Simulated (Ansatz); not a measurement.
Ansatz (a program for electronic structure) input (BLYP/6-31G* with LANL2DZ past Ar): The .json file joins the Basis Set Exchange's 6-31G* for atoms up to Ar and LANL2DZ past it.

Ansatz 0.2 input:
```yaml
crystal:
  periodic: [false, false, false]
  atoms:
    - {symbol: Br, position_ang: [1.91160700, -0.36971600, -0.19770000]}
    - {symbol: Ge, position_ang: [-0.01013600, 0.77366600, 0.47877600]}
    - {symbol: Br, position_ang: [-1.90195200, -0.39861100, -0.23174500]}
    - {symbol: H, position_ang: [-0.01357900, 2.13414500, -0.29023200]}
basis:
  gaussian:
    orbitals: 6-31Gs+LANL2DZ.json
hamiltonian:
  xc: {name: BLYP}
magnetization: {spin_polarized: true, initial_magnetization: 1}
output: {forces: true}
```

Output:

```
Functional definition: BLYP
integrals: 0.01 GiB planned
414 factors; integrals over basis functions are off by at most 2.4e-4 eV
mean field: 0.08 GiB planned
mean field evaluation 1: about -832.7355 eV, gradient 7.9e0 eV
mean field evaluation 2: about -832.0251 eV, gradient 1.2e1 eV
mean field evaluation 4: about -833.2993 eV, gradient 3.8e-1 eV
mean field evaluation 8: about -833.2866 eV, gradient 1.2e-2 eV
mean field evaluation 16: about -833.2866 eV, gradient 1.1e-5 eV
mean field -833.28655965 eV, -30.6227162452 hartree, gradient 9.4e-6 eV, S^2 0.751528; 0 other end points of the search recorded, 0 dependent functions left out
the calculation of the forces begins
reference -833.28684189 eV, -30.6227266174 hartree; 10, 9 occupied and 16, 17 virtual orbitals, 414 factors
Total energy: -833.28684189 eV, -30.6227266174 hartree
Atom 0 at     1.911607    -0.369716    -0.197700 Å, force     1.292271    -0.695925    -0.420980 eV/Å
Atom 1 at    -0.010136     0.773666     0.478776 Å, force    -0.018101     1.228785     0.984673 eV/Å
Atom 2 at    -1.901952    -0.398611    -0.231745 Å, force    -1.273857    -0.715368    -0.443889 eV/Å
Atom 3 at    -0.013579     2.134145    -0.290232 Å, force    -0.000313     0.182507    -0.119805 eV/Å
Dipole moment:    -0.004231     0.360191     0.168248 e Å
```

The geometry given is a B3LYP-D3(BJ)/def2-TZVP minimum.
